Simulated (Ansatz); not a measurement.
Start from `C=CB(N)[SiH3]` and change one atom or group to get `NB([SiH3])C[SiH3]`.

Ansatz, PBE0-D4/def2-TZVP geometries, multiplicity 1. Each molecule was computed in one conformer, which needn't be the lowest.

```json
{"property": "HOMO–LUMO gap (ωB97M-V/def2-TZVPP) / eV", "`C=CB(N)[SiH3]`": "10.65"}
{"property": "HOMO energy (ωB97M-V/def2-TZVPP) / eV", "`C=CB(N)[SiH3]`": "-9.61"}
{"property": "LUMO energy (PBE0/def2-TZVPP) / eV", "`C=CB(N)[SiH3]`": "-0.97"}
{"property": "HOMO energy (PBE0/def2-TZVPP) / eV", "`C=CB(N)[SiH3]`": "-7.45"}
{"property": "HOMO–LUMO gap (B3LYP/def2-TZVPP) / eV", "`C=CB(N)[SiH3]`": "6.08"}
{"property": "HOMO–LUMO gap (PBE0/def2-TZVPP) / eV", "`C=CB(N)[SiH3]`": "6.47"}
```

What does the change do to each property? (Best estimate.)

The calculation gave: 
| property | `NB([SiH3])C[SiH3]` | shift |
| --- | --- | --- |
| HOMO–LUMO gap (ωB97M-V/def2-TZVPP) / eV | 11.37 | 0.72 |
| HOMO energy (ωB97M-V/def2-TZVPP) / eV | -9.89 | -0.28 |
| LUMO energy (PBE0/def2-TZVPP) / eV | -0.42 | 0.55 |
| HOMO energy (PBE0/def2-TZVPP) / eV | -7.75 | -0.30 |
| HOMO–LUMO gap (B3LYP/def2-TZVPP) / eV | 6.97 | 0.89 |
| HOMO–LUMO gap (PBE0/def2-TZVPP) / eV | 7.33 | 0.86 |

With PBE0 the HOMO falls by 0.30 eV and the LUMO rises by 0.55 eV, so the gap widens by about 0.85 eV. PBE moves the HOMO by -0.22 eV and ωB97M-V by -0.28 eV.

B3LYP here is the variant with VWN-RPA as its local correlation; programs differ in this.
